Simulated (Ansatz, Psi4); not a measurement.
# Ge2H6 (digermane): a line through the functionals

Ge2H6: 8 atoms, total charge 0, spin state singlet. SMILES: `[GeH3][GeH3]`. Geometry: relaxed at PBE0-D4/def2-TZVP.

The HOMO–LUMO gap y, in eV, basis 6-31G(d); a is the functional's share of exact exchange. Programs: Ansatz 0.2.0, Psi4 1.11.

| functional | program | a | y (eV) |
| --- | --- | --- | --- |
| PBE | Psi4 | 0 | 6.62 |
| r2SCAN | Psi4 | 0 | 7.33 |
| B3LYP | Psi4 | 0.2 | ? |
| PBE0 | Psi4 | 0.25 | 8.54 |
| r2SCAN0 | Ansatz | 0.25 | 8.98 |
| BHLYP | Psi4 | 0.5 | 10.26 |

**Question.** Fit y = c + s·a to the known rows and predict B3LYP.

**Answer.** 
1. Means of the 5 rows: a = 0.2000, y = 8.346.
2. Σ(Δa)² = 0.175, Σ(Δa·Δy) = 1.164, so the slope is 1.164/0.175 = 6.6514.
3. Intercept: 8.346 − (6.6514) × 0.2000 = 7.016. The largest residual of the fit is 0.40.
4. B3LYP: 7.016 + (6.6514) × 0.2 = 8.35 eV.

The run gave 8.02 eV, so the prediction is off by +0.33 eV, within the largest residual. Exact exchange lowers occupied levels and raises empty ones. The rows mix families of semi-local functionals, which the line can't see.
